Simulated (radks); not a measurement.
Trend from Sc to Zn: ionisation energy by Delta-SCF between NIST ground configurations, and size. Method: Dirac Kohn-Sham, PBE, spin-unpolarised, spherical densities, finite nucleus; open shells are shared between the two j in proportion to 2j + 1; Fermi nuclear charge, rms radius of each element as measured or else 0.836 A^(1/3) + 0.57 fm; computed with a radial shooting solver on a logarithmic mesh with Libxc functionals.

species  configuration  IE (eV)  NIST (eV)  kind  r at 0.001 e/bohr^3 (bohr)
Sc        [Ar] 3d1 4s2    6.897      6.561  exp.                        4.97
Ti        [Ar] 3d2 4s2    7.347      6.828  exp.                        4.84
V         [Ar] 3d3 4s2    7.197      6.746  exp.                        4.73
Cr        [Ar] 3d5 4s1    6.901      6.767  exp.                        4.49
Mn        [Ar] 3d5 4s2    8.416      7.434  exp.                        4.54
Fe        [Ar] 3d6 4s2    8.729      7.902  exp.                        4.46
Co        [Ar] 3d7 4s2    6.471      7.881  exp.                        4.38
Ni        [Ar] 3d8 4s2    6.318      7.640  exp.                        4.31
Cu       [Ar] 3d10 4s1    8.149      7.726  exp.                        4.10
Zn       [Ar] 3d10 4s2    9.889      9.394  exp.                        4.19

Reference values: NIST Atomic Spectra Database (measured). Spin polarisation and multiplet splitting are left out, so open shells lie too high by an amount that depends on their filling.

Beside tabulated values, note that spin-unpolarised runs miss the spin-polarisation part of the exchange energy of open shells.
